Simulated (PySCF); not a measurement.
Compound: C5H11NOSi2.
SMILES with atom numbers: `[CH3:1][SiH2:2][NH:3][SiH2:4][c:5]1[cH:6][cH:7][cH:8][o:9]1`

Geometry (PBE0-D3(BJ)/def2-SVP, Å), atoms numbered from 1 in this order:
```
atom  x, y, z in Å
C1    -3.4356    0.7640   -1.0735
Si2   -2.7322   -0.7606   -0.2432
N3    -1.0016   -0.5863   -0.1228
Si4    0.1870   -1.5589    0.6813
C5     1.8333   -0.7758    0.2495
C6     3.1450   -1.0919    0.4894
C7     3.9378   -0.0701   -0.1146
C8     3.0524    0.7991   -0.6798
O9     1.7905    0.3873   -0.4656
H10   -4.5291    0.6811   -1.1710
H11   -3.2130    1.6692   -0.4881
H12   -3.0160    0.8902   -2.0838
H13   -3.1070   -1.9823   -1.0279
H14   -3.3222   -0.9347    1.1232
H15   -0.5963    0.2047   -0.6187
H16    0.0020   -1.5866    2.1670
H17    0.1727   -2.9860    0.2289
H18    3.5040   -1.9628    1.0353
H19    5.0227    0.0090   -0.1288
H20    3.1711    1.7204   -1.2452
```

Definitions: NICS(0) = −σiso at the ring centroid; NICS(1) = −σiso and NICS(1)zz = −σzz at ±1 Å along the ring normal z. Level: GIAO PBE0/pcSseg-1 (PySCF, non-relativistic, gas phase) on the PBE0-D3(BJ)/def2-SVP geometry, one conformer.

Ring bond lengths (Å), with Mayer bond orders in brackets: C5–C6 1.370 (1.57), C6–C7 1.427 (1.27), C7–C8 1.363 (1.59), C8–O9 1.345 (1.08), O9–C5 1.366 (1.01).

Question: What do the NICS probes read (ppm)?

Answer: 
```
          ring                                               type  NICS(0)  NICS(1), two faces  NICS(1)zz, two faces  rms pucker (Å)  centre to ring atoms, mean (Å)
C5–C6–C7–C8–O9  5-membered ring with O; formal bonds all aromatic    -12.0       -10.7 / -10.8         -27.6 / -27.6            0.00                            1.17
```

Question: What can be read from them?

Answer: 
- C5–C6–C7–C8–O9: mean NICS(1)zz -27.6 ppm, shielded. For a flat ring without four-coordinate atoms the NICS criterion counts such a value as aromatic.

Question: And the bond-length index? HOMA = 1 − mean of α(R − Ropt)² over the ring bonds, with Krygowski's 1993 parameters (CC: Ropt 1.388 Å, α 257.7 Å⁻²; CO: Ropt 1.265 Å, α 157.38 Å⁻²).

Answer: 
- C5–C6–C7–C8–O9: HOMA 0.35; the largest term is that of O9–C5, α(R − Ropt)² = 1.61.

Question: How do the values depend on the level or the medium?

Answer: 
| level | NICS(0), C5–C6–C7–C8–O9 | mean NICS(1)zz, C5–C6–C7–C8–O9 |
| --- | --- | --- |
| PBE0/pcSseg-1, gas | -12.0 | -27.6 |
| wB97X-D/pcSseg-1, gas | -11.7 | -27.3 |
| PBE0/pcSseg-1, IEF-PCM dimethylsulfoxide | -11.7 | -27.7 |
| PBE0/pcSseg-1, IEF-PCM tetrahydrofuran | -11.8 | -27.7 |

The geometry is the same throughout; the continuum's cavity takes Bondi-type radii × 1.2.

On Arm Neoverse N1, one thread, shared host with 64 logical CPUs at a one-minute load of 56, this took 99 s (grids of density and orbitals included) and 1.0 GiB of memory at its peak. This is the whole shielding run at PBE0/pcSseg-1, SCF included.
